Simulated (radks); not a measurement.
Results of a calculation; reference values are marked as such.
Numerical settings for the calcium ion Ca2+, [Ar]. Code: a radial shooting solver on a logarithmic mesh with Libxc functionals. Model: scalar-relativistic Kohn-Sham, SCAN, spin-polarised, spherical densities, finite nucleus; meta-GGA in the generalised Kohn-Sham scheme; Fermi nuclear charge, rms radius 3.4776 fm. The defaults (mesh step 0.008 in ln r, mesh end at 40 bohr or more with all orbitals vanishing there, Anderson mixing 0.5 over 9 steps, residual threshold near 1e-9 with the energy settled to 1e-9 hartree or 1e-11 of itself, here a cap of 59 iterations) give E = -679.961 hartree and 3p at -43.784 eV in 17 iterations. Run on one thread of a shared host, so times are rough (Intel(R) Xeon(R) Platinum 8488C): 0.15 s of CPU time, 0.15 s wall, 17 iterations on 2189 mesh points. Changes against that run (0 stands for a change within the tolerance of the run):

mesh step in ln r 0.08: iterations 59; converged no; E (mhartree) -9.27e+04; CPU (s) 0.23
mesh step in ln r 0.12: iterations 59; converged no; E (mhartree) -2.98e+06; CPU (s) 0.18
mesh step in ln r 0.003: iterations 37; converged yes; E (mhartree) +0.927; e(3p) (meV) -0.149; CPU (s) 0.7
mesh end (bohr) 2: iterations 17; converged yes; E (mhartree) +2.86e+03; e(3p) (meV) +2.33e+04; CPU (s) 0.13
mesh end (bohr) 400: iterations 17; converged yes; E (mhartree) -0.0667; e(3p) (meV) +0.0259; CPU (s) 0.15
residual threshold 1e-13: iterations 59; converged no; E (mhartree) 0; e(3p) (meV) 0; CPU (s) 0.35
residual threshold 1e-05: iterations 14; converged yes; E (mhartree) 0; e(3p) (meV) +0.00277; CPU (s) 0.12
mixing 0.01: iterations 30; converged yes; E (mhartree) 0; e(3p) (meV) 0; CPU (s) 0.25
linear mixing, mixing 1: iterations 23; converged no; E (mhartree) diverged; CPU (s) 0.29
linear mixing, mixing 0.05: iterations 59; converged no; E (mhartree) +1.67; e(3p) (meV) -636; CPU (s) 0.49
mixing history 2: iterations 27; converged yes; E (mhartree) 0; e(3p) (meV) 0; CPU (s) 0.2
iteration cap 2: iterations 2; converged no; E (mhartree) +344; e(3p) (meV) -1.87e+04; CPU (s) 0.02

Settings that end as converged yet miss the energy by more than 1 mhartree: mesh end (bohr) 2 (+2.86 hartree). A mesh that ends early acts as a hard wall.
